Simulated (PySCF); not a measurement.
Ga(Me)(Cl) (CH3ClGa), SMILES [CH3][Ga+][Cl], charge +1. The structure is a stationary point at r2SCAN-D4/def2-TZVP. The multiplicity is an assumed one; other spin states were not compared. The isomer is the one that the SMILES or the coordinates give; other isomers of the formula were not compared.

Give the equilibrium geometry at r2SCAN-D4/def2-TZVP (PySCF confirms it by a frequency run) as bond lengths and angles, and its point group. (Estimate from the structure and the level; the computed values follow.)

point group C3v.
Atoms: Ga1 C2 H3 H4 H5 Cl6. Bonds (Å): Ga1–C2 1.906, Ga1–Cl6 2.036, C2–H3 1.091, C2–H4 1.091, C2–H5 1.091. Angles (°): C2–Ga1–Cl6 180.0, Ga1–C2–H3 107.9, Ga1–C2–H4 107.9, Ga1–C2–H5 107.9, H3–C2–H4 111.0, H3–C2–H5 111.0, H4–C2–H5 111.0.
Charge +1, spin multiplicity 1.
